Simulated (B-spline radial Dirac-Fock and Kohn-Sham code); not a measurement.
# Os⁶⁺: eigenvalues, ΔSCF and the reference

System: Os⁶⁺, [Xe] 4f14 5d2.

The density-functional columns are spherical, spin-unpolarised Dirac-Kohn-Sham results without Breit or QED terms: −ε is minus the orbital energy of the initial state and ΔSCF the difference of two total energies. The reference in the last column comes from Dirac-Fock ΔSCF + Breit + QED. All numbers are from a radial atomic solver, in eV; a selection of levels is shown. For the 1s level of heavy atoms much of the gap between ΔSCF and the reference is the Breit and QED part, -381.9 eV here; for other levels the error of the functional can be larger.

| level | PBE −ε | PBE ΔSCF | LDA −ε | LDA ΔSCF | Dirac-Fock |
| --- | --- | --- | --- | --- | --- |
| K (1s) | 73816.3 | 74396.8 | 73755.7 | 74334.3 | 73964.0 |
| L1 (2s) | 12914.1 | 13022.6 | 12905.3 | 13014.1 | 13071.5 |
| L2 (2p1/2) | 12370.5 | 12509.9 | 12366.4 | 12506.0 | 12483.1 |
| L3 (2p3/2) | 10839.3 | 10958.4 | 10836.9 | 10956.2 | 10969.2 |
| M1 (3s) | 3066.6 | 3100.1 | 3064.2 | 3097.9 | 3153.6 |
| M2 (3p1/2) | 2822.8 | 2858.7 | 2821.9 | 2857.9 | 2893.1 |
| M3 (3p3/2) | 2488.9 | 2521.5 | 2488.4 | 2521.2 | 2559.0 |
| M4 (3d3/2) | 2079.5 | 2118.5 | 2079.8 | 2118.7 | 2128.3 |
| M5 (3d5/2) | 2007.2 | 2044.9 | 2007.5 | 2045.2 | 2057.4 |
| N1 (4s) | 710.3 | 727.3 | 709.2 | 726.2 | 758.9 |
| N2 (4p1/2) | 607.8 | 624.8 | 607.3 | 624.3 | 649.1 |
| N3 (4p3/2) | 529.4 | 545.6 | 528.7 | 545.0 | 570.5 |
| N4 (4d3/2) | 361.0 | 377.0 | 361.0 | 377.0 | 390.2 |
| N5 (4d5/2) | 346.5 | 362.3 | 346.4 | 362.3 | 375.7 |
| N6 (4f5/2) | 133.3 | 148.2 | 133.7 | 148.6 | 145.8 |
| N7 (4f7/2) | 130.4 | 145.3 | 130.9 | 145.7 | 143.2 |
| O1 (5s) | 169.4 | 179.8 | 169.8 | 180.1 | 184.2 |
| O2 (5p1/2) | 137.0 | 146.8 | 137.4 | 147.2 | 146.2 |
| O3 (5p3/2) | 123.7 | 133.0 | 124.0 | 133.3 | 132.9 |
| O4,5 (5d) | 77.12 | 84.87 | 77.48 | 85.24 | 83.90 |

**Question.** Order the estimates of the K (1s) level by their distance from the Dirac-Fock value, nearest first.
A. LDA ΔSCF
B. PBE ΔSCF
C. LDA −ε
D. PBE −ε

**Answer.** D (147.7 eV), C (208.3 eV), A (370.3 eV), B (432.8 eV).

An eigenvalue near the reference for a deep level is a cancellation of errors: it lacks relaxation, carries self-interaction and omits Breit and QED terms.

Values without a named source are computed, but for edge energies of neutral atoms, which are taken from tables.
